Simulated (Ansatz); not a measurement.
Ansatz results at the PBE0-D4/def2-TZVP geometry: HOMO energy (ωB97M-V/def2-TZVPP) -9.74 eV; size of the dipole moment (PBE/def2-TZVPP) 1.11 D; LUMO energy (PBE/def2-TZVPP) -0.96 eV.

Each molecule was computed in one conformer, which needn't be the lowest.

(1) Which molecule gave them?
A. `C=[C]1[Te][Al]1[F]`
B. `OC1=[C]([AlH2])[SiH2]N1`
C. `C[SiH2][SiH2][SiH3]`
D. `COC(F)[TeH]`

## Answers

(1) C. The others give `COC(F)[TeH]`: -8.50, 1.88, -1.71; `OC1=[C]([AlH2])[SiH2]N1`: -8.34, 1.94, -1.84; `C=[C]1[Te][Al]1[F]`: -8.32, 0.77, -2.79.
